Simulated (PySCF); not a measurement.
**Working out the excitation energy of Si**

Si [Ne] 3s2 3p2 (3P) → Si [Ne] 3s1 3p3 (5S). Calculation: PySCF 2.14, in aug-cc-pVDZ-DK (5s4p2d, 27 functions); scalar relativity by spin-free X2C-1e. Frozen: [Ne]. Energies in hartree (1 hartree = 27.21139 eV):

```
            part   Si (lower)   Si (upper)
             UHF  -289.452928  -289.354263
CCSD correlation    -0.065980    -0.024715
             (T)    -0.001281    -0.000146
```

Question: What does Hartree-Fock give?

Answer: (-289.354263) − (-289.452928) = 0.098665 hartree = 2.685 eV.

Question: What do CCSD and CCSD(T) give?

Answer: The CCSD correlation energies differ by 0.041265 hartree = 1.123 eV and the triples by 0.001135 hartree = 0.031 eV, so CCSD gives 3.808 eV and CCSD(T) 3.839 eV.

A double-zeta basis recovers only part of the correlation energy.
